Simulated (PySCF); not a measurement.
Where the electron goes

C₆H₉OP.
Numbering: `[CH2:1]=[CH:2][P:3](=[O:4])([CH:5]=[CH2:6])[CH:7]=[CH2:8]` (hydrogens: H9, H10 on C1; H11 on C2; H12 on C5; H13, H14 on C6; H15 on C7; H16, H17 on C8)

Structure used (PBE0-D3(BJ)/def2-SVP), in Å, numbered top down from 1:
```xyz
17
C6H9OP angstrom
C     -1.7626   -2.0704    0.7471
C     -0.8100   -1.6089   -0.0646
P     -0.1364    0.0376    0.2597
O     -0.7628    0.7156    1.4422
C     -0.3443    0.9521   -1.2861
C     -0.9992    2.1136   -1.2498
C      1.6474   -0.2066    0.4283
C      2.2445    0.2191    1.5425
H     -2.2123   -3.0583    0.6092
H     -2.1131   -1.4508    1.5799
H     -0.4299   -2.1956   -0.9092
H      0.0673    0.5451   -2.2173
H     -1.1577    2.7167   -2.1489
H     -1.3944    2.4848   -0.2978
H      2.2053   -0.6958   -0.3790
H      3.3202    0.1000    1.7036
H      1.6516    0.7032    2.3263
```

The calculation used PySCF 2.14.0, density-fitted response routines, TDDFT PBE0/def2-SVPD, vertical, gas phase, core orbitals frozen in the response.

Kohn–Sham orbitals with the atoms that hold most of them (Löwdin shares over 4%, at most four atoms):

| orbital | ε (eV) | atoms |
| --- | --- | --- |
| LUMO+2 | 0.48 | C7 11%, C5 11%, C2 11%, C8 8% |
| LUMO+1 | -0.97 | C1 23%, C6 18%, C2 18%, C5 15% |
| LUMO | -0.98 | C8 27%, C7 21%, C6 10%, C5 9% |
| HOMO | -7.79 | O4 65%, P3 13%, C7 10%, C5 4% |
| HOMO-1 | -7.79 | O4 64%, P3 13%, C2 9%, C5 6% |
| HOMO-2 | -7.99 | C7 16%, C8 15%, C5 15%, C2 15% |
| HOMO-3 | -8.39 | C2 20%, C1 18%, C5 18%, C6 16% |

Within 0.005 eV of a neighbour in this list lie HOMO-1/HOMO and LUMO/LUMO+1 (point group found: C3v); within a degenerate set the shares of single atoms can hang on how the components are chosen.

**Question.** How does S1 compare with the orbital gap of 6.81 eV?

**Answer.** S1 is at 5.44 eV (f = 0.0000), 1.37 eV below the gap, made of HOMO-1/HOMO→LUMO/LUMO+1 (98%). 

Next come S2 at 5.59 eV (f 0.016), HOMO-1/HOMO→LUMO/LUMO+1 (≥87%); S3 at 5.59 eV (f 0.016), HOMO-1/HOMO→LUMO/LUMO+1 (≥87%); S4 at 5.64 eV (f 0.0015), HOMO-1/HOMO→LUMO/LUMO+1 (98%); S5 at 6.17 eV (f 0.036), HOMO-2→LUMO/LUMO+1 (70%), HOMO-3→LUMO/LUMO+1 (15%), HOMO-4→LUMO/LUMO+1 (13%).

Orbitals of the list HOMO-3 to LUMO+2 that lie within 0.01 eV of each other are written together with a slash and their weights summed (≥ marks a lower bound); for degenerate orbitals outside that list single weights are arbitrary.

On one thread, Arm Neoverse V1 (aarch64), no GPU, shared host with 32 logical CPUs at a one-minute load of 24, this took 57 s (grids of density and orbitals included) and 1.1 GiB of memory at its peak.

One conformer stands for the species.
